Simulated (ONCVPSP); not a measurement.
## Before and after: ONCV potential for P (Z = 15)

| Item | Value |
| --- | --- |
| Element | phosphorus |
| Generator | ONCVPSP 4.0.1 |
| Type | optimised norm-conserving Vanderbilt (ONCV) |
| Functional | LDA (Perdew-Wang 92) |
| Relativity | fully relativistic |
| Frozen core | [He] |
| Valence charge | 13 |
| Reference configuration | 2s2 2p6 3s2 3p2.75 (charge +0.25) |
| Partial waves | 2s+3s: rc 0.95 bohr, ncon 3, nbas 6, qcut 14.7 1/bohr, 2 projectors; 2p+3p: rc 0.90 bohr, ncon 4, nbas 8, qcut 16.4 1/bohr, 2 projectors; d scattering state at 0.14 Ha: rc 0.95 bohr, ncon 3, nbas 7, qcut 9.2 1/bohr, 2 projectors, debl 3.4 Ha |
| Local potential | polynomial inside 0.75 bohr (lpopt 5, dvloc0 0 Ha) |
| Core correction | none |

Open shells are filled in proportion to 2j + 1.

Change: all radii scaled by about 1.24 (s 1.18, p 1.12, d 1.18 bohr); local potential polynomial inside 0.92 bohr (lpopt 5, dvloc0 0 Ha).

Cutoffs: the cutoffs (Ha) at which the residual kinetic energy of the hardest occupied pseudo-wave falls to 1 and 0.1 mHa per electron; they do not see the model core or the augmentation charge, which bear on the density cutoff. Errors are all-electron minus pseudo energies relative to the spin-unpolarised reference configuration.

Question: What does the change do?

Answer: The potential gets softer (105 Ha and 117 Ha → 87 Ha and 98 Ha); the errors of the 4 common tests hardly move; neither file shows a bound ghost. A larger radius leaves more room for a smooth pseudo-wave, so fewer plane waves are needed.

| quantity | base | changed |
| --- | --- | --- |
| cutoff, loose | 105 Ha | 87 Ha |
| cutoff, tight | 117 Ha | 98 Ha |
| loose cutoff by channel | s 36 Ha, p 105 Ha | s 39 Ha, p 87 Ha |
| bound ghosts | none | none |
| GHOST(+) flags under 300 eV | none | none |
| error for 2s2 2p6 3s2 3p3, meV [ΔE -1.65 eV] | -0.1 | -0.1 |
| error for 2s2 2p6 3s2 3p2, meV [ΔE 8.17 eV] | +0.8 | +0.6 |
| error for 2s2 2p6 3s2 3p1, meV [ΔE 27.41 eV] | +4.1 | +3.8 |
| error for 2s2 2p6 3s0 3p5, meV [ΔE 15.49 eV] | +0.9 | -1.1 |
